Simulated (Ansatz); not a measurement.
Ideal-gas functions of Br2HSn (`[Br][SnH][Br]`) radical at 500 K and 1 bar, from an Ansatz frequency run at PBE0-D4/def2-TZVP.

Molar mass 279.53 g/mol, point group Cs (symmetry number 1), electronic degeneracy 2, moments of inertia 153.581, 644.383, 793.401 u Å². Harmonic wavenumbers (cm⁻¹, unscaled): 70, 242, 258, 455, 494, 1775.

Use S(trans) = R[1.5 ln M + 2.5 ln T − 1.1517]; rotational temperatures θ = 24.2544 K / I; S(rot) = R[ln(√π/σ · √(T³/θAθBθC)) + 1.5]; for each mode x = 1.438777 ν̃/T, S = R[x/(eˣ − 1) − ln(1 − e⁻ˣ)] and H = RT x/(eˣ − 1); 1 cm⁻¹ = 0.0119627 kJ/mol; R = 8.31446 J/(mol·K).

Problem. By hand: the entropy, in J/(mol·K).

Solution. Translation 189.9. Rotation: θ = 0.1579, 0.0376, 0.0306 K, giving 130.5. Vibration, mode by mode: 21.65, 11.49, 10.98, 6.64, 6.06, 0.31, in all 57.1. Electronic 5.8. Sum 383.3 J/(mol·K).

Problem. By hand: H − E and G − E in kJ/mol, counted from the electronic energy.

Solution. Zero-point energy ½ × 3294 × 0.0119627 = 19.7; thermal vibration 13.5; translation, rotation and pV give 4 RT = 16.6. H − E = 49.8 kJ/mol, and G − E = 49.8 − 500 × 383.3/1000 = -141.9 kJ/mol.

Vibration gives 15 % of the entropy, 21.7 J/(mol·K) of it from the mode under 150 cm⁻¹: soft modes count most, and the harmonic formula is weakest for them.
